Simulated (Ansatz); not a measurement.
Ansatz results at the PBE0-D4/def2-TZVP geometry: HOMO–LUMO gap (ωB97M-V/def2-TZVPP) 10.36 eV; LUMO energy (ωB97M-V/def2-TZVPP) 0.77 eV; HOMO–LUMO gap (B3LYP/def2-TZVPP) 5.72 eV.

(1) Which molecule gave them?
A. `Cl[C]1=[CH][AlH]1`
B. `NC(O)(F)F`
C. `FC1(F)C=C1`
D. `[SiH3]C1CB1Cl`

Answers

(1) D. The others give `FC1(F)C=C1`: 12.40, 1.46, 7.38; `NC(O)(F)F`: 13.28, 2.30, 8.76; `Cl[C]1=[CH][AlH]1`: 9.69, 0.52, 5.58.

B3LYP here is the variant with VWN-RPA as its local correlation; programs differ in this.
